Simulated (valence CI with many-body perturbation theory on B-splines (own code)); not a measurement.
# Energy levels of Os XLV

Computed by relativistic CI+MBPT: four valence electrons over a frozen Dirac-Fock core [Ar] 3d10, radial functions for each j: 11 s, 11 p, 10 d, 8 f, 5 g, 2 h, with the one-electron correlation potential Σ1, the two-electron term Σ2, the three-electron term Σ3, Breit, model QED; selected CI, second order for the rest, scaled by the run's own slope (own B-spline code, finite nucleus).

No measured spectrum was set against this ion. As an estimate, large intervals hold to a few tenths of a per cent, small ones and those within an open d or f shell to about a per cent. Among the levels kept, up to 430 cm⁻¹ of a level comes from second order outside the variational space, and about a tenth of that is noise between levels of different J, which matters for small intervals.

Levels 1 to 45 of 188, with energies above the lowest level, (4s^2 4p1/2^2) J=0. "Leading %" is the weight of the configuration and term that name the level; weights of strongly mixed levels are sums over their largest components and can fall short. In the jj column 3d3/2^4 stands for four electrons in 3d with j = 3/2.

```csv
No.,Configuration,Term,J,E (eV),Leading %,Second component,Leading jj,g
1,4s²4p²,³P,0,0.00,70,30 % 4s²4p² ¹S,4s^2 4p1/2^2 (99 %),
2,4s²4p²,³P,1,106.22,99,,4s^2 4p1/2 4p3/2 (99 %),1.496
3,4s²4p²,¹D,2,110.68,63,36 % 4s²4p² ³P,4s^2 4p1/2 4p3/2 (99 %),1.175
4,4s4p³,³P°,2,207.49,45,31 % 4s4p³ ⁵S°,4s 4p1/2^2 4p3/2 (97 %),1.560
5,4s²4p²,³P,2,220.29,63,36 % 4s²4p² ¹D,4s^2 4p3/2^2 (99 %),1.315
6,4s4p³,³D°,1,222.75,36,25 % 4s4p³ ¹P°,4s 4p1/2^2 4p3/2 (94 %),1.068
7,4s²4p²,¹S,0,229.93,69,30 % 4s²4p² ³P,4s^2 4p3/2^2 (99 %),
8,4s²4p4d,³F°,2,266.42,74,20 % 4s²4p4d ¹D°,4s^2 4p1/2 4d3/2 (98 %),0.762
9,4s²4p4d,³D°,1,285.49,51,26 % 4s²4p4d ¹P°,4s^2 4p1/2 4d3/2 (93 %),0.860
10,4s²4p4d,³P°,2,295.83,32,27 % 4s²4p4d ³D°,4s^2 4p1/2 4d5/2 (72 %),1.383
11,4s²4p4d,³F°,3,298.48,47,22 % 4s²4p4d ³D°,4s^2 4p1/2 4d5/2 (87 %),1.143
12,4s4p³,³D°,2,314.60,42,29 % 4s4p³ ⁵S°,4s 4p1/2 4p3/2^2 (72 %),1.439
13,4s4p³,³D°,3,321.32,86,10 % 4s²4p4d ³F°,4s 4p1/2 4p3/2^2 (86 %),1.292
14,4s4p³,³P°,0,325.89,96,,4s 4p1/2 4p3/2^2 (96 %),
15,4s4p³,³P°,1,333.16,47,20 % 4s4p³ ³D°,4s 4p1/2 4p3/2^2 (94 %),1.282
16,4s4p³,¹D°,2,335.64,68,14 % 4s4p³ ³D°,4s 4p1/2 4p3/2^2 (89 %),1.092
17,4s4p³,³S°,1,337.22,38,23 % 4s4p³ ³D°,4s 4p1/2 4p3/2^2 (96 %),1.360
18,4s4p²4d,⁵F,1,368.96,43,35 % 4s4p²4d ³D,4s 4p1/2^2 4d3/2 (97 %),0.423
19,4s4p²4d,³D,2,372.49,29,22 % 4s4p²4d ⁵F,4s 4p1/2^2 4d3/2 (94 %),1.155
20,4s²4p4d,³D°,2,389.25,50,23 % 4s²4p4d ¹D°,4s^2 4p3/2 4d3/2 (91 %),1.049
21,4s²4p4d,³P°,1,390.78,55,35 % 4s²4p4d ³D°,4s^2 4p3/2 4d3/2 (93 %),1.125
22,4s²4p4d,³P°,0,391.36,95,,4s^2 4p3/2 4d3/2 (95 %),
23,4s²4p4d,³F°,3,391.63,41,33 % 4s²4p4d ¹F°,4s^2 4p3/2 4d3/2 (92 %),1.112
24,4s4p²4d,³D,3,399.05,31,22 % 4s4p²4d ⁵D,4s 4p1/2^2 4d5/2 (95 %),1.358
25,4s²4p4d,³F°,4,402.39,99,,4s^2 4p3/2 4d5/2 (99 %),1.246
26,4s²4p4d,³P°,2,404.57,40,35 % 4s²4p4d ¹D°,4s^2 4p3/2 4d5/2 (85 %),1.278
27,4s4p²4d,³F,2,406.26,24,20 % 4s4p²4d ¹D,4s 4p1/2^2 4d5/2 (87 %),1.051
28,4s²4p4d,³D°,3,421.45,55,43 % 4s²4p4d ¹F°,4s^2 4p3/2 4d5/2 (93 %),1.183
29,4s²4p4d,¹P°,1,423.55,62,23 % 4s²4p4d ³P°,4s^2 4p3/2 4d5/2 (93 %),1.097
30,4p⁴,³P,2,437.97,55,26 % 4p⁴ ¹D,4p1/2^2 4p3/2^2 (80 %),1.261
31,4s4p³,³P°,2,441.08,44,16 % 4s4p³ ¹D°,4s 4p3/2^3 (85 %),1.399
32,4p⁴,¹S,0,444.35,55,33 % 4p⁴ ³P,4p1/2^2 4p3/2^2 (87 %),
33,4s4p³,¹P°,1,455.10,39,23 % 4s4p³ ³S°,4s 4p3/2^3 (92 %),1.175
34,4s4p²4d,⁵D,0,466.49,85,13 % 4s4p²4d ³P,4s 4p1/2 4p3/2 4d3/2 (96 %),
35,4s4p²4d,⁵D,1,466.77,55,21 % 4s4p²4d ⁵F,4s 4p1/2 4p3/2 4d3/2 (98 %),1.167
36,4s4p²4d,⁵F,2,467.12,45,14 % 4s4p²4d ⁵D,4s 4p1/2 4p3/2 4d3/2 (93 %),1.088
37,4s4p²4d,⁵F,3,468.05,28,21 % 4s²4p4f ³G,4s 4p1/2 4p3/2 4d3/2 (69 %),1.002
38,4s²4p4f,³G,3,472.00,33,20 % 4s4p²4d ⁵F,4s^2 4p1/2 4f5/2 (50 %),0.993
39,4s4p²4d,³G,4,475.09,29,19 % 4s4p²4d ⁵F,4s 4p1/2 4p3/2 4d3/2 (73 %),1.156
40,4s²4p4f,³F,2,477.36,38,21 % 4s²4p4f ¹D,4s^2 4p1/2 4f5/2 (74 %),0.906
41,4s²4p4f,³D,3,482.31,35,22 % 4s²4p4f ³F,4s^2 4p1/2 4f7/2 (69 %),1.211
42,4s4p²4d,³F,2,486.07,60,8 % 4s4p²4d ⁵P,4s 4p1/2 4p3/2 4d3/2 (79 %),0.905
43,4s²4p4f,³G,4,486.70,29,21 % 4s²4p4f ³F,4s^2 4p1/2 4f7/2 (70 %),1.143
44,4s4p²4d,⁵D,4,488.69,50,26 % 4s4p²4d ⁵F,4s 4p1/2 4p3/2 4d5/2 (95 %),1.389
45,4s4p²4d,⁵P,3,489.61,35,21 % 4s4p²4d ³D,4s 4p1/2 4p3/2 4d3/2 (56 %),1.373
```

The ionisation energy to 4s²4p ²P°1/2 of the next ion comes out as 2338.1 eV (NIST: 2336 ± 4 eV (theoretical)). All 188 levels together are meant to be complete up to 715.62 eV.
